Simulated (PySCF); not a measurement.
# UHF on Tc (technetium, neutral)

Configuration: [Kr] 4d4 5s2 6s1, high-spin 6D determinant (an excited configuration). All numbers are calculated (PySCF 2.14, no relativity, point nucleus, in dyall-av2z).

| Item | Value |
| --- | --- |
| Total energy | -4204.406097 hartree |
| One-electron energy | -5792.7175 hartree |
| Hartree (Coulomb) energy | 1712.3497 hartree |
| Exchange energy | -124.0384 hartree |
| Kinetic energy | 4204.38771 hartree |
| ⟨S²⟩ | 8.7589 |
| ⟨L²⟩ | 6.074 |
| Sum of ⟨r⟩ | 39.49 bohr |
| Sum of ⟨r²⟩ | 145.1 bohr² |
| Traceless quadrupole moment −½Σ⟨3z² − r²⟩ along its main axis | -0.503 e·bohr² |
| Density at the nucleus (Gaussians lack the cusp) | 55300 bohr⁻³ |
| Spin density at the nucleus | 0.260 bohr⁻³ |
| Langevin diamagnetic susceptibility | -115 ×10⁻⁶ cm³/mol |

```json
{"shell": "1s β", "electrons": "1", "mean orbital energy (eV)": "-20636.4", "spread (eV)": "0", "rms radius, mean of both spins (bohr)": "0.0410"}
{"shell": "1s α", "electrons": "1", "mean orbital energy (eV)": "-20636.4", "spread (eV)": "0", "rms radius, mean of both spins (bohr)": "0.0410"}
{"shell": "2s α", "electrons": "1", "mean orbital energy (eV)": "-2977.8", "spread (eV)": "0", "rms radius, mean of both spins (bohr)": "0.167"}
{"shell": "2s β", "electrons": "1", "mean orbital energy (eV)": "-2976.6", "spread (eV)": "0", "rms radius, mean of both spins (bohr)": "0.167"}
{"shell": "2p α", "electrons": "3", "mean orbital energy (eV)": "-2741.9", "spread (eV)": "0.036", "rms radius, mean of both spins (bohr)": "0.146"}
{"shell": "2p β", "electrons": "3", "mean orbital energy (eV)": "-2740.9", "spread (eV)": "0.268", "rms radius, mean of both spins (bohr)": "0.146"}
{"shell": "3s α", "electrons": "1", "mean orbital energy (eV)": "-557.26", "spread (eV)": "0", "rms radius, mean of both spins (bohr)": "0.454"}
{"shell": "3s β", "electrons": "1", "mean orbital energy (eV)": "-556.73", "spread (eV)": "0", "rms radius, mean of both spins (bohr)": "0.454"}
{"shell": "3p α", "electrons": "3", "mean orbital energy (eV)": "-463.88", "spread (eV)": "0.346", "rms radius, mean of both spins (bohr)": "0.452"}
{"shell": "3p β", "electrons": "3", "mean orbital energy (eV)": "-463.24", "spread (eV)": "0.581", "rms radius, mean of both spins (bohr)": "0.452"}
{"shell": "3d α", "electrons": "5", "mean orbital energy (eV)": "-294.07", "spread (eV)": "1.130", "rms radius, mean of both spins (bohr)": "0.434"}
{"shell": "3d β", "electrons": "5", "mean orbital energy (eV)": "-292.54", "spread (eV)": "0.642", "rms radius, mean of both spins (bohr)": "0.434"}
{"shell": "4s α", "electrons": "1", "mean orbital energy (eV)": "-97.568", "spread (eV)": "0", "rms radius, mean of both spins (bohr)": "1.15"}
{"shell": "4s β", "electrons": "1", "mean orbital energy (eV)": "-91.069", "spread (eV)": "0", "rms radius, mean of both spins (bohr)": "1.15"}
{"shell": "4p α", "electrons": "3", "mean orbital energy (eV)": "-67.755", "spread (eV)": "1.066", "rms radius, mean of both spins (bohr)": "1.26"}
{"shell": "4p β", "electrons": "3", "mean orbital energy (eV)": "-59.479", "spread (eV)": "1.659", "rms radius, mean of both spins (bohr)": "1.26"}
{"shell": "4d α", "electrons": "4", "mean orbital energy (eV)": "-22.285", "spread (eV)": "1.389", "rms radius, mean of both spins (bohr)": "1.67"}
{"shell": "5s α", "electrons": "1", "mean orbital energy (eV)": "-11.629", "spread (eV)": "0", "rms radius, mean of both spins (bohr)": "3.34"}
{"shell": "5s β", "electrons": "1", "mean orbital energy (eV)": "-10.125", "spread (eV)": "0", "rms radius, mean of both spins (bohr)": "3.34"}
{"shell": "6s α", "electrons": "1", "mean orbital energy (eV)": "-2.314", "spread (eV)": "0", "rms radius, mean of both spins (bohr)": "9.78"}
```

A non-relativistic calculation at this Z misses sizeable relativistic shifts. The outer electron is Rydberg-like, and this basis confines it to a smaller radius and binds it less than a complete one would.

Spin-orbit constants ζ (cm⁻¹) from the X2C one-electron operator on these orbitals (non-relativistic here): bare nucleus, nucleus screened by l(l+1)(2l+1)/3 electrons, and screened by the Breit-Pauli mean field of the electrons.

```json
{"shell": "2p", "bare": "575300", "screened nucleus": "548500", "mean field": "535400"}
{"shell": "3p", "bare": "95700", "screened nucleus": "91250", "mean field": "88600"}
{"shell": "3d", "bare": "15400", "screened nucleus": "11820", "mean field": "11280"}
{"shell": "4p", "bare": "13180", "screened nucleus": "12560", "mean field": "12160"}
{"shell": "4d", "bare": "1314", "screened nucleus": "1008", "mean field": "931.2"}
```

To first order the Landé constant is A = 186.2 cm⁻¹, so the lowest level has J = 1/2 and lies 0.162 eV below the centre of the term. This holds in LS coupling only.
